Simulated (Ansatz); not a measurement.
The cluster Cu2H2. Charge 0, multiplicity 3. Geometry PBE0-D4/def2-TZVP; atoms count from 1.

```xyz
4

Cu   -1.0642   -0.0240    0.5553
Cu    1.0642    0.0240   -0.5554
H    -0.1930    1.0951   -0.3224
H     0.1930   -1.0951    0.3225
```

At PBE0-D4/def2-TZVP a singlet of charge 0 lies 1.38 eV below the triplet, each at its own geometry. The structure comes from a short search, and lower isomers may exist.

**Question.** Estimate the Mulliken populations from the PBE0/def2-TZVP orbitals of Ansatz.

**Answer.** 
| atom | charge (e) | spin (α − β) | d electrons |
| --- | --- | --- | --- |
| Cu1 | 0.03 | 0.70 | 9.74 |
| Cu2 | 0.03 | 0.70 | 9.74 |
| H3 | -0.03 | 0.30 | – |
| H4 | -0.03 | 0.30 | – |
Mulliken values depend strongly on the basis.

**Question.** Where does the spin sit?

**Answer.** Summed by element: Cu 1.41, H 0.59, of 2 unpaired in all. Largest on single atoms: Cu2 0.70, Cu1 0.70, H4 0.30.

**Question.** And the Mayer bond orders between heavy atoms (over 0.3)?

**Answer.** Cu1–Cu2 0.64 (2.40 Å).
